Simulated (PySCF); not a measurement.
Compound: C5H9NOSi.
Geometry (GFN2-xTB, Å), atoms numbered from 1 in this order:
```xyz
17
C5H9NOSi angstrom
C     -2.9421    0.4077    0.0579
O     -2.2404   -0.8069   -0.0084
C     -0.8807   -0.7002   -0.0288
C     -0.0206   -1.8296   -0.1006
C      1.2517   -1.3479   -0.1060
N      1.2349    0.0176   -0.0451
Si     2.6378    1.0517    0.0434
C     -0.0860    0.4097    0.0062
H     -2.7242    1.0425   -0.8084
H     -3.9999    0.1490    0.0612
H     -2.6978    0.9597    0.9725
H     -0.3350   -2.8523   -0.1438
H      2.1836   -1.8762   -0.1507
H      3.2154    0.9585    1.3869
H      2.1487    2.3986   -0.2369
H      3.5798    0.5793   -0.9701
H     -0.3323    1.4507    0.0606
```

Computed, not measured: PySCF, TDDFT wB97X-D/def2-SVPD, vertical, gas phase, core orbitals frozen in the response.

Kohn–Sham orbitals with the atoms that hold most of them (Löwdin shares over 4%, at most four atoms; ? is withheld):

| orbital | ε (eV) | atoms |
| --- | --- | --- |
| LUMO+2 | 2.37 | C5 18%, Si7 18%, C4 14%, N6 12% |
| LUMO+1 | 2.09 | Si7 57%, H14 10%, H16 9%, H15 9% |
| LUMO | 1.86 | ? |
| HOMO | -7.70 | ? |
| HOMO-1 | -8.48 | C4 33%, N6 19%, C5 18%, C8 7% |
| HOMO-2 | -11.13 | O2 33%, C1 14%, N6 10%, C3 8% |
| HOMO-3 | -11.32 | O2 46%, C1 13%, C3 10%, C8 8% |

(1) Give the leading atoms of the HOMO.

(2) Which atoms hold the LUMO, and with what shares?

(3) The HOMO–LUMO gap is 9.56 eV. Where does the response calculation put the lowest singlet, and from which orbitals?

(4) One configuration dominates each of S1 and S4. Which, and how do the shares of the two leading atoms of either orbital change from the occupied to the empty one?

Results:

(1) C8 (bonded to C, N and H) 26%; C3 (bonded to 2 C and O) 19%; O2 (bonded to 2 C) 18%; C5 (bonded to C, N and H) 13%. By element: carbon 58% or more, oxygen 18%.

(2) Si7 (bonded to N and 3 H) 42%; H15 (bonded to Si) 11%; H16 (bonded to Si) 11%; H14 (bonded to Si) 10%. By element: silicon 42%, hydrogen 31% or more.

(3) S1 is at 5.71 eV (f = 0.0029), 3.85 eV below the gap, made of HOMO→LUMO (91%). 

(4) 
- S1 (5.71 eV, f 0.0029), HOMO→LUMO (91%): C8 26% → at most 10%, C3 19% → at most 10%, Si7 at most 14% → 42%, H15 at most 14% → 11%
- S4 (6.44 eV, f 0.0083), HOMO-1→LUMO (87%): C4 33% → at most 10%, N6 19% → at most 10%, Si7 at most 8% → 42%, H15 at most 8% → 11%

Löwdin shares depend on the basis, the more so with diffuse functions.

One conformer stands for the species.
